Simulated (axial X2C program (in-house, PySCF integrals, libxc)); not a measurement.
# KTe⁺: properties at the nuclei

Computed with an in-house all-electron X2C program for linear molecules (integrals from PySCF): two-component X2C with atomic mean-field Coulomb and Gaunt terms, Gaussian nuclei, basis Te dyall-cv3z, K dyall-cv3z with contracted cores.

R = 3.623 Å (near the PBE0 minimum at charge 1 of the determinant lowest at the starting distance; the state shown can have its own minimum elsewhere).

Determinant lowest in the PBE0 search, Ω = 1 (⟨Sz⟩ = 0.85, ⟨Lz⟩ = 0.15 at PBE0), spin on the atoms Te 0.85, K 0.00:

```json
{"level": "PBE0", "Eeff magnitude (GV/cm)": "1.34", "Ws magnitude Te (kHz)": "0.844", "A∥/gI Te (MHz)": "-500", "qzz Te (a.u.)": "-8.71", "A∥/gI K (MHz)": "-13.4", "qzz K (a.u.)": "-0.14"}
{"level": "HF", "Eeff magnitude (GV/cm)": "1.36", "Ws magnitude Te (kHz)": "0.869", "A∥/gI Te (MHz)": "-307", "qzz Te (a.u.)": "-8.02", "A∥/gI K (MHz)": "-12.8", "qzz K (a.u.)": "-0.14"}
{"level": "BHandHLYP", "Eeff magnitude (GV/cm)": "1.46", "Ws magnitude Te (kHz)": "0.914", "A∥/gI Te (MHz)": "-51.4", "qzz Te (a.u.)": "-6.49", "A∥/gI K (MHz)": "-16.4", "qzz K (a.u.)": "-0.13"}
{"level": "BP86", "Eeff magnitude (GV/cm)": "1.32", "Ws magnitude Te (kHz)": "0.832", "A∥/gI Te (MHz)": "-460", "qzz Te (a.u.)": "-8.61", "A∥/gI K (MHz)": "-14.4", "qzz K (a.u.)": "-0.13"}
{"level": "B3LYP", "Eeff magnitude (GV/cm)": "1.47", "Ws magnitude Te (kHz)": "0.914", "A∥/gI Te (MHz)": "-164", "qzz Te (a.u.)": "-7.12", "A∥/gI K (MHz)": "-17.1", "qzz K (a.u.)": "-0.14"}
```

Determinant 0.56 eV from it at PBE0 and this distance, Ω = 0 (closed shell), highest spinor 92% Te p, 3% K p, 2% K s:

```tsv
level	qzz Te (a.u.)	qzz K (a.u.)
PBE0	-10.48	-0.15
HF	-10.95	-0.17
BHandHLYP	-10.76	-0.16
BP86	-10.37	-0.15
B3LYP	-10.56	-0.16
```

Eeff is the effective electric field on the electron electric dipole moment in this Ω state and Ws the scalar–pseudoscalar constant of the nucleus named (defined with the proton number Z and per Ω); A∥ (defined per Ω) follows by multiplying with gI = μI/(I μN); qzz is the electric field gradient, eQq0 = 234.96 MHz × Q/barn × qzz. The operators were transformed with the bare-nucleus X2C matrices; with these basis sets, hyperfine constants and field gradients can be off by tens of per cent, and where levels differ in sign neither size nor sign is settled.

Question: With gI(39K) = 0.2610, Q(39K) = 0.0603 barn (g factors from the IAEA table of nuclear moments by Stone; Q from Pyykkö, Mol. Phys. 2018), turn the PBE0 values of the first state into constants in MHz.

Answer: A∥(39K) = -13.4 × 0.2610 = -3.5 MHz; eQq0(39K) = 234.96 × (0.0603) × (-0.14) = -1.98 MHz.

Each state is one determinant with collinear spin, which with several unpaired electrons need not be a pure state. Unrestricted Hartree–Fock can overshoot spin polarisation at the nuclei. A closed determinant beside an open π² or δ² triplet, such as (π1/2)², mixes with its partner pair into the 0⁺ component of the triplet and ¹Σ⁺, so its energy is not that of a level, and 0⁺ can lie lowest. With several open shells hyperfine constants can be off by a factor of several. Open-shell Ω = 0 determinants with evenly filled partner blocks cannot be reached by this program, so the Ω shown need not be the lowest component. States lie within half an eV, so the first need not be the ground state. Further determinants of the search, some of them spin-mixed, are not shown. Where a field gradient or hyperfine factor spreads by more than a factor of two over the levels, a constant derived from it is not to be relied on. PBE0 term energies can be off by some tenths of an eV.
